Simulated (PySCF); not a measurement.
Compound: C4H8F2Si.
Geometry (PBE0-D3(BJ)/def2-SVP, Å), atoms numbered from 1 in this order:
```xyz
15
C4H8F2Si angstrom
F     -1.245    0.370    1.332
C     -1.020    0.353   -0.033
C     -0.480   -1.016   -0.418
C      0.879   -1.227    0.281
Si     1.623    0.519    0.411
C      0.070    1.370   -0.337
F     -0.251    2.618    0.133
H     -1.975    0.599   -0.528
H     -1.211   -1.795   -0.154
H     -0.365   -1.047   -1.514
H      0.723   -1.618    1.298
H      1.512   -1.951   -0.251
H      1.905    0.960    1.806
H      2.838    0.737   -0.431
H      0.179    1.425   -1.437
```

Level: PBE0/pcSseg-1 in PySCF, non-relativistic, on one gas-phase PBE0-D3(BJ)/def2-SVP geometry that isn't relaxed in the solvent. The solvent is an IEF-PCM continuum (cavity from Bondi-type radii × 1.2). The model holds no explicit solvent molecules, cavitation or dispersion.

| run | E − E(gas) (kJ/mol) | HOMO (eV) | HOMO–LUMO gap (eV) | dipole (D) |
| --- | --- | --- | --- | --- |
| gas | 0.00 | -8.10 | 8.69 | 3.07 |
| P | -13.58 | -7.99 | 8.72 | 3.69 |
| Q | -19.60 | -7.96 | 8.71 | 4.00 |

Problem. The runs were made in chloroform and water. Which run belongs to which solvent?

Solution. P = chloroform, Q = water. The dielectric constants are 4.711 (chloroform), 78.36 (water), and the energy falls further as ε rises. In this model the ground state sees the solvent through ε alone.

Problem. How constant is the ratio of the lowering to (ε − 1)/(2ε + 1)?

Solution. 
```
   solvent  (ε − 1)/(2ε + 1)  E − E(gas) (kJ/mol)  ratio (kJ/mol)  polarisation term (kJ/mol)
chloroform             0.356               -13.58           -38.1                      -15.36
     water             0.490               -19.60           -40.0                      -23.57
```

The ratio changes by +4.8 % in size from chloroform to water. The polarisation term is half the interaction of the solute with the induced surface charges.
